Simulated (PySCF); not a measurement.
A structure optimised at PBE0-D3(BJ)/def2-SVP, used in a PySCF frequency run:

```
Si
O 1 1.6460
H 2 0.9641 1 116.28
O 1 1.6460 2 113.82 3 74.57
H 4 0.9641 1 116.28 2 74.57
I 1 2.4309 2 105.02 3 -164.72
I 1 2.4309 2 110.28 3 -43.15
```

Question: Write its SMILES, formula and point group.

Answer: O[Si](O)(I)I, H2I2O2Si, C2

Question: What are its rotational constants (standard atomic weights)?

Answer: 2.0115, 0.45707, 0.41269 GHz
